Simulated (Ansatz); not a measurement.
Cost and result for the atomization energy of `B/C=C(/B)N` (12 atoms, 11 bonds).

```xyz
12

B    -1.935   -0.078    0.672
C    -0.843    0.413   -0.248
C     0.506    0.146   -0.092
B     1.351    0.243   -1.386
N     1.045   -0.337    1.041
H    -3.082    0.207    0.485
H    -1.682   -0.788    1.612
H    -1.087    0.968   -1.149
H     2.209   -0.566   -1.598
H     1.106    1.088   -2.189
H     1.964   -0.741    1.029
H     0.447   -0.554    1.823
```

Charge 0, multiplicity 1. All single points use the PBE0-D4/def2-TZVP geometry. It is one conformer, not always the lowest. Program: Ansatz. All runs use 4 threads of an Arm Neoverse V1 on a shared host. Times are those of one run each, without the atoms' runs, and a repeat can differ threefold. Electronic energies, without spin–orbit coupling; frozen cores. CCSD(T)/CBS adds CCSD(T) − MP2 in def2-TZVPP to the MP2 limit, and its time is that of the two runs behind it. T1 = 0.014. B3LYP takes the VWN-RPA correlation (the form of Gaussian; ORCA's B3LYP/G).

CCSD(T)/CBS is a level of theory with its own doubt, some kJ/mol a heavy atom from the limit and from the frozen cores, so smaller differences don't rank the functionals.

```tsv
level	functions	wall time	atomization (kcal/mol)	difference from CCSD(T)/CBS	per bond
PBE-D4/def2-TZVPP (with forces)	253	2.5 s	1124.0	37.4	3.4
PBE0-D4/def2-TZVPP	253	2.5 s	1104.9	18.3	1.7
B3LYP-D4/def2-TZVPP (with forces)	253	4 s	1104.1	17.5	1.6
r2SCAN-D4/def2-TZVPP (with forces)	253	4.6 s	1101.6	15.0	1.4
B2PLYP/def2-TZVPP	253	5.5 s	1088.8	2.2	0.2
ωB97X-V/def2-TZVPP	253	6.5 s	1095.6	9.0	0.8
ωB97M-V/def2-TZVPP (with forces)	253	9.5 s	1099.4	12.8	1.2
MP2/def2-QZVPP	495	27 s	1094.1	7.5	0.7
CCSD(T)/def2-TZVPP	253	2.1 min	1061.0	-25.6	-2.3
CCSD(T)/CBS(def2)	–	2.5 min	1086.6	0.0	0.0
```

The D4 term adds +8.2 kcal/mol with B3LYP and +4.3 kcal/mol with PBE0; it sums over pairs of atoms, weighted by their polarisabilities, and B3LYP, whose exchange is more repulsive, gets the larger term. From PBE to PBE0 (25 % exact exchange), in def2-TZVPP and without D4, the atomization energy moves by −18.2 kcal/mol: exact exchange takes away binding that semilocal exchange gives to molecules. In def2-TZVPP, CCSD(T) changes the Hartree–Fock value by +245.3 kcal/mol (the triples alone add +16.0 kcal/mol) and MP2 by +263.2 kcal/mol; breaking electron pairs costs correlation energy, which Hartree–Fock lacks.
